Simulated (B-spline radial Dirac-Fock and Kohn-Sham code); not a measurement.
# K-line shifts caused by a second vacancy in Pb⁺

System: the Pb⁺ ion, 1s2 2s2 2p6 3s2 3p6 3d10 4s2 4p6 4d10 4f14 5s2 5p6 5d10 6s2 6p1, inside a Watson sphere of charge -1 and radius 1.6 Å (a model of the Madelung potential; inside it an electron's potential energy is raised by 9.0 eV).

Method: multi-electron Dirac-Fock with separately optimised hole states, Breit and Lamb-shift corrections added in first order. Computed with a radial B-spline solver. Each two-hole energy is an average over J within one jj subconfiguration, not an observable level; in light atoms, where LS coupling holds, the j-resolved values are not observed lines, and for a K spectator the Kα1 hypersatellite is nearly forbidden. Electron correlation is not included.

Lines without a spectator: Kα2 (K-L2) 72800.3 eV, Kα1 (K-L3) 74964.7 eV, Kβ3 (K-M2) 84440.0 eV, Kβ1 (K-M3) 84928.0 eV. Shifts in eV with one spectator hole (a dash: not computed, or left out as unreliable):

```
spectator hole      Kα2      Kα1      Kβ3      Kβ1
        K (1s)  +1151.6  +1261.5  +1497.4  +1523.4
    L2 (2p1/2)   +153.3   +213.0        –   +388.3
    L3 (2p3/2)   +103.1   +118.1   +271.0        –
    M2 (3p1/2)        –    +35.0    +63.5    +75.7
    M3 (3p3/2)   +16.51        –    +49.7    +51.1
    M4 (3d3/2)    +5.25    +2.04        –        –
    M5 (3d5/2)    -0.70    +4.04        –        –
```
